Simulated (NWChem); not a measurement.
Molecule: LaCl2, doublet; SMILES [Cl][La][Cl]

```xyz
3

La     0.0000     0.0000     0.5301
Cl     2.1581     0.0000    -0.8888
Cl    -2.1581     0.0000    -0.8888
```
Atoms are numbered in this order, from 1.

In the optimisation the excess spin sits in a1 (C2v, its own frame). The geometry was optimised at PBE-D3(BJ)/def2-SVP, spin-unrestricted. This spin state was assumed; another may lie lower. No stability test was run on the SCF state. def2 effective core potentials on La; no spin-orbit coupling.

Symmetry labels are those of C2v in the frame above (b1 and b2, or b-type labels, depend on it).

List the 6 lowest vertical excitations from LDA (Slater exchange, VWN5)/def2-SVP with def2 effective core potentials on La, spin-unrestricted, TDA (NWChem).


| state | energy (eV) | oscillator strength | symmetry of the excitation | <S²> |
|---|---|---|---|---|
| state 1 | 0.71 | 0.010 | b2 | 0.75 |
| state 2 | 0.81 | 0.015 | a1 | 0.75 |
| state 3 | 1.30 | 0.000 | a2 | 0.75 |
| state 4 | 1.86 | 0.029 | b1 | 0.75 |
| state 5 | 2.54 | 0.076 | a1 | 0.75 |
| state 6 | 3.06 | 0.419 | b2 | 0.75 |
